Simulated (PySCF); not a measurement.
Simulated characterisation data

[PySCF: σ from GIAO-PBE0/pcSseg-1; geometry: GFN2-xTB; averaged over atoms made equivalent by symmetry, fast rotation or ring inversion; one conformer; no solvent; no relativistic terms]

References, each an isolated molecule treated in the same way: ¹H (31.72 ppm) and ¹³C (186.93 ppm) against TMS. Where no couplings were computed, multiplicities follow the n + 1 count of equivalent neighbours, and m marks all less simple cases (inequivalent or close neighbours, rings, F or P nearby). Acid and N–H amide carbonyl carbons lie up to 10 ppm further downfield in solution (hydrogen bonding). Shifts are as computed. Against solution values, carbons near 30 ppm lie about +3 ppm off and those near 130 ppm about +5 ppm. Of 1309 compounds with measured shifts, 239 miss one by over three times the rms of a fit or turn the order of signals round; such compounds aren't used in these exercises. OH and NH positions are gas-phase values without hydrogen bonding to other molecules.

Compound 1 (C₇H₈O₂Si). ¹H NMR (500 MHz, computed): δ 6.63 (br s, 1H), 4.95 (s, 2H), 4.74 (s, 2H), 2.20 (s, 3H). ¹³C{¹H} NMR (computed): δ 233.5 (C), 183.2 (C), 100.3 (C), 77.7 (C), 76.8 (C), 75.2 (CH2), 6.1 (CH3). Structure: SMILES C=C=C(C#CC)[SiH2]C(=O)O.

Compound 2 (C₇H₈O₂Si). ¹H NMR (500 MHz, computed): δ 9.55 (s, 1H), 5.08 (s, 2H), 4.01 (q, 2H), 1.38 (t, 3H). ¹³C{¹H} NMR (computed): δ 180.9, 105.7, 96.4, 88.9, 77.2, 62.9, 20.4. Structure: SMILES [SiH2](OCC)C#CC#CC=O.

Compound 3 (C₇H₈O₂Si). ¹H NMR (500 MHz, computed): δ 8.14 (s, 1H), 7.08 (m, 1H), 6.95 (m, 1H), 6.51 (s, 1H), 4.16 (s, 3H), 4.03 (m, 1H). ¹³C{¹H} NMR (computed): δ 162.2, 161.2, 159.4, 148.6, 134.4, 57.5, 43.1. Structure: `O=COC1=C[C@@]2([SiH3])C=C[C@@H]12`.
